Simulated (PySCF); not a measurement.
**Xenon: a sound run and one with changed settings**

Sound run: Xe [Xe], Xe⁺ [Kr] 4d10 5s2 5p5. Calculation: PySCF 2.14, in aug-cc-pVDZ-PP with ECP28MDF (5s4p3d, 32 functions); a scalar-relativistic core potential. In the sound run the correlated levels freeze 4s2 4p6 4d10 outside the core potential. The sound run starts from symmetry-adapted Hartree-Fock orbitals and uses a fine grid where one is needed.

A second run was set up differently.

| species | method | sound run (hartree) | changed run (hartree) | converged |
| --- | --- | --- | --- | --- |
| Xe | MP2 | -328.39751 | -328.42505 | yes |
| Xe⁺ | MP2 | -327.94688 | -327.97301 | yes |

Ionisation energy of Xe:

| method | sound run (eV) | changed run (eV) |
| --- | --- | --- |
| UHF | 11.592 | 11.592 |
| MP2 | 12.262 | 12.300 |
| SCS-MP2 | 12.196 | 12.216 |

Question: What was changed?
A. a valence shell is frozen
B. minimal basis
C. basis contracted for another Hamiltonian
D. all electrons correlated in a valence basis

Answer: D. A valence basis has no tight correlating functions, so it recovers only part of the core correlation, and not evenly between atom and ion.
